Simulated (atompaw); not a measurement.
Kr: PAW (atompaw) pseudisation with PBE, scalar-relativistic reference atom.

atompaw 4.2.0.5 input, output lines left out:

```
Kr 36
GGA-PBE scalarrelativistic loggrid 1500 logderivrange -4 5 226
4 4 3 0 0 0
0 0 0
c
c
c
v
c
c
v
c
1
1.50 1.45 1.00 1.25
y
0.85
n
y
0.5
n
custom rrkj gramschmidtortho besselshape
bessel
1.50
1.40
1.50
1.50
```

Calculated quality:

* Cutoffs needed: 15 Ry and 40 Ry (the cutoffs (Ry, on a coarse ladder) from which the occupation-weighted sum of valence levels, in a spherical-Bessel basis at the reference potential, stays within 10 and 1 mRy of its value at 400 Ry)
* Ghost test: no extra level below or beside the all-electron valence levels (s, p, d, f tested) (spherical-Bessel basis up to 400 Ry, 20 bohr box)
* Lowest eigenvalue of the overlap operator: 0.60 (p channel)
* Overlap eigenvalues printed by atompaw (projector basis): 0.375, 0.911, 3.63, 4.61
* Share of each valence orbital outside the PAW sphere: 4s 50 %, 4p 69 %

Generation and tests took about 3.8 s on one core of a shared server CPU.
